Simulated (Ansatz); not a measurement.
Problem. Name a neutral molecule of C, F, Zn and H with HOMO–LUMO gap (PBE0/def2-TZVPP) between 7.35 and 7.65 eV and HOMO energy (B3LYP/def2-TZVPP) between -8.10 and -7.80 eV (Ansatz, PBE0-D4/def2-TZVP geometry).

Solution. `C[CH2][Zn][F]` (7.57 eV, -7.92 eV). Other molecules can fit too; these were computed, each in one conformer that needn't be the lowest.

B3LYP here is the variant with VWN-RPA as its local correlation; programs differ in this.
